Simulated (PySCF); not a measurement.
This PySCF input asks for the NMR shieldings of SMILES BN(BF)C(C)C, C3H10B2FN; the geometry comes from GFN2-xTB.

```python
import basis_set_exchange as bse
import numpy as np
from pyscf import gto, dft
from pyscf.prop import nmr

atoms = """
B     1.223024    0.595775   -1.233487
N     0.916490   -0.045301   -0.008047
B     1.928103   -0.550973    0.844064
F     3.203115   -0.440714    0.506092
C    -0.482575   -0.201361    0.421168
C    -1.267220   -1.062165   -0.567600
C    -1.149344    1.158212    0.625217
H     2.342308    0.701348   -1.544951
H     0.371477    1.010589   -1.919426
H     1.700700   -1.079197    1.867926
H    -0.469949   -0.720670    1.386302
H    -1.337235   -0.570947   -1.533526
H    -0.773636   -2.021972   -0.701562
H    -2.271499   -1.235302   -0.188933
H    -0.567732    1.757497    1.321847
H    -2.148960    1.021870    1.030473
H    -1.224065    1.695343   -0.315468
"""
names = dict.fromkeys(["B", "N", "F", "C", "H"], "pcSseg-1")
basis = {el: gto.basis.parse(bse.get_basis(n, elements=[el], fmt="nwchem")) for el, n in names.items()}
mol = gto.M(atom=atoms, basis=basis, charge=0, verbose=0)
mf = dft.RKS(mol, xc="PBE0")
mf.grids.level = 2
mf.grids.alignment = dft.numint.BLKSIZE   # the property module wants whole blocks of grid points
mf.conv_tol = 1e-9
mf.kernel()

calc = nmr.RKS(mf)   # GIAO
C = mf.mo_coeff
Co = C[:, mf.mo_occ > 0]
resp = mf.gen_response(singlet=True, hermi=2)
def vind(x):   # induced exchange potential for any number of trial vectors
    d = np.einsum("pi,xij,qj->xpq", C, 2 * x.reshape(-1, C.shape[1], Co.shape[1]), Co, optimize=True)
    return np.einsum("xpq,pi,qj->xij", resp(d - d.transpose(0, 2, 1)), C, Co, optimize=True).ravel()
mo1, _ = nmr.rhf.solve_mo1(calc, with_cphf=vind)
sigma = calc.kernel(mo1)
for i, s in enumerate(sigma):   # ppm
    w = np.linalg.eigvalsh((s + s.T) / 2)
    print("%2d %-2s iso %8.1f  s11 %8.1f  s22 %8.1f  s33 %8.1f" % (i, mol.atom_pure_symbol(i), w.mean(), *w))
```

Question: What are the results?

Answer: 
```
 0 B  iso     53.4  s11      8.8  s22     20.7  s33    130.7
 1 N  iso     61.6  s11    -85.5  s22     46.1  s33    224.3
 2 B  iso     68.2  s11     46.6  s22     74.8  s33     83.1
 3 F  iso    246.0  s11     80.1  s22    221.8  s33    436.2
 4 C  iso    133.6  s11    114.2  s22    126.9  s33    159.7
 5 C  iso    158.8  s11    140.1  s22    151.6  s33    184.8
 6 C  iso    158.8  s11    139.9  s22    151.7  s33    184.8
 7 H  iso     25.8  s11     23.8  s22     25.5  s33     28.1
 8 H  iso     26.1  s11     21.6  s22     26.6  s33     30.0
 9 H  iso     27.0  s11     24.4  s22     27.5  s33     29.2
10 H  iso     28.1  s11     25.3  s22     27.0  s33     31.9
11 H  iso     30.2  s11     26.7  s22     29.2  s33     34.7
12 H  iso     30.5  s11     26.5  s22     28.5  s33     36.6
13 H  iso     30.5  s11     26.5  s22     28.0  s33     37.1
14 H  iso     30.5  s11     26.5  s22     28.5  s33     36.6
15 H  iso     30.5  s11     26.5  s22     28.0  s33     37.1
16 H  iso     30.2  s11     26.7  s22     29.2  s33     34.7
```

These numbers come from an equivalent density-fitted implementation of the same equations, which agrees with the script to about 0.01 ppm for H and up to a few tenths of a ppm for heavy atoms, so last digits may differ.

Size and cost of the density-fitted run: 169 basis functions, 58 s wall time on 1 thread of an Intel Xeon, shared host; peak memory 0.95 GiB.
